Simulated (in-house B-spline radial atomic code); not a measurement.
Configurations of neutral tin, with energies counted from [Kr] 4d10 5s2 5p2. Method: scalar-relativistic (X2C) B97-1, spin-polarised, spherical fractional occupations, Fermi nucleus of rms radius 4.6519 fm. Calculated with a radial B-spline atomic code at the basis-set limit. Shells without spins written out take the highest spin.

Caution: exact exchange at fractional occupations of open shells leaves self-interaction of up to several eV.

Occupations are held fixed; configurations that lie above the ionisation limit could autoionise.

```csv
configuration,E - E(ref) (eV),highest orbital,its <r> (bohr)
[Kr] 4d10 5s2 5p1 6p1,5.2409,6p up,9.865
[Kr] 4d10 5s1 5p2 6d1,12.519,6d up,16.25
[Kr] 4d9 5s2 5p2 6s1,30.958,6s up,6.842
"[Kr] 4d(4 up, 5 down) 4f(0 up, 1 down) 5s2 5p(0 up, 2 down)",33.283,4f down,18.18
"[Ar] 3d10 4s2 4p(2 up, 3 down) 4d10 5s2 5p(2 up, 0 down) 5f(0 up, 1 down)",100.18,5f down,30.74
"[Ar] 3d(5 up, 4 down) 4s2 4p6 4d10 5s2 5p(1 up, 2 down)",493.06,5p up,3.042
```

Order these further configurations by energy, lowest first.
A. [Ar] 3d10 4s2 4p5 4d10 5s2 5p2 6p1
B. [Ar] 3d10 4s2 4p(3 up, 2 down) 4d10 5s2 5p(1 up, 1 down) 6p(1 up, 0 down)
C. [Kr] 4d10 4f1 5s2 5p1
D. [Kr] 4d10 5s2 5p(1 up, 1 down)
E. [Kr] 4d9 5s2 5p2 6d1

D (0.87973 eV), C (6.3618 eV), E (33.005 eV), A (98.585 eV), B (99.839 eV).

How far above the reference does [Ar] 3d9 4s2 4p6 4d10 5s2 5p2 6p1 lie?

498.28 eV; its least bound orbital is 6p up with <r> = 9.354 bohr.

How far above the reference does [Ar] 3d10 4s2 4p5 4d10 5s2 5p2 6d1 lie?

99.526 eV; its least bound orbital is 6d up with <r> = 16.12 bohr.
